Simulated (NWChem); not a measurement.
System: C₄H₄OS; SMILES C=C1OC=CS1

Q: Give the equilibrium geometry at PBE-D3(BJ)/def2-SVP (NWChem) as a Z-matrix, with the point group.

A: point group Cs; any orientation.
```
C
C 1 1.3488
O 1 1.3836 2 122.28
C 3 1.3682 1 112.76 2 180.00
C 4 1.3493 3 116.38 1 0.00
H 5 1.0951 4 127.49 3 180.00
H 2 1.0961 1 120.59 3 180.00
H 4 1.0963 5 129.10 6 0.00
H 2 1.0975 7 119.80 1 180.00
S 5 1.7644 6 121.62 4 180.00
```
